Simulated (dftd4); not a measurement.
C4H5 (SMILES [CH2]C#CC), doublet, geometry from GFN2-xTB; D4 for blyp run with dftd4.

Input for dftd4:
```
$ dftd4 mol.xyz --func blyp --charge 0 --json dftd4.json --noedisp --grad

# file mol.xyz
9

C     -0.01669866    -0.14473260     2.05451619
C     -0.00572650    -0.05021694     0.70569704
C      0.00420741     0.03413279    -0.51310411
C      0.01585773     0.13725248    -1.95067878
H     -0.94506085    -0.19981979     2.59400011
H      0.90273351    -0.16585290     2.61141141
H     -0.00059800     1.18728795    -2.25276024
H      0.91722312    -0.32377874    -2.35724285
H     -0.86013765    -0.35645090    -2.37399048
```

The log (banner, timings and long lists left out):

```
                    ____  _____ _____     ____  _  _
      -------------|  _ \|  ___|_   _|---|  _ \| || |------------
     |             | | | | |_    | | ___ | | | | || |_           |
     |             | |_| |  _|   | ||___|| |_| |__   _|          |
     |             |____/|_|     |_|     |____/   |_|            |
     |             ===================================           |
     |            E. Caldeweyher, S. Ehlert & S. Grimme          |
     |          Mulliken Center for Theoretical Chemistry        |
     |                    University of Bonn                     |
      -----------------------------------------------------------

Rational (Becke-Johnson) damping: blyp-D4-ATM
---------------------
  s6         1.0000
  s8         2.3408
  s9         1.0000
  a1         0.4449
  a2         4.0933
 alp        16.0000
--------------------

Dispersion energy:      -1.0400785509065E-02 Eh

Gradient norm:           9.0611266508173E-04 Eh/a0
--------------------------------------------------
     #    Z           dE/dx      dE/dy      dE/dz
--------------------------------------------------
     1    6 C    -4.015E-06 -3.466E-05  4.937E-04
     2    6 C    -3.345E-06 -2.978E-05  4.131E-04
     3    6 C     2.305E-06  1.936E-05 -2.824E-04
     4    6 C     4.100E-06  3.693E-05 -5.072E-04
     5    1 H    -2.550E-05 -8.103E-06  1.094E-04
     6    1 H     2.371E-05 -7.199E-06  1.099E-04
     7    1 H     3.597E-07  3.690E-05 -1.102E-04
     8    1 H     2.601E-05 -6.270E-06 -1.130E-04
     9    1 H    -2.363E-05 -7.182E-06 -1.134E-04
--------------------------------------------------

Virial:
--------------------------------------------------
      component           x          y          z
--------------------------------------------------
          x       1.698E-04  5.633E-06 -5.676E-05
          y       5.633E-06  1.199E-04 -5.014E-04
          z      -5.676E-05 -5.014E-04  7.171E-03
--------------------------------------------------

[Info] Dispersion results written to 'dftd4.txt'
[Info] JSON dump of results written to 'dftd4.json'
```
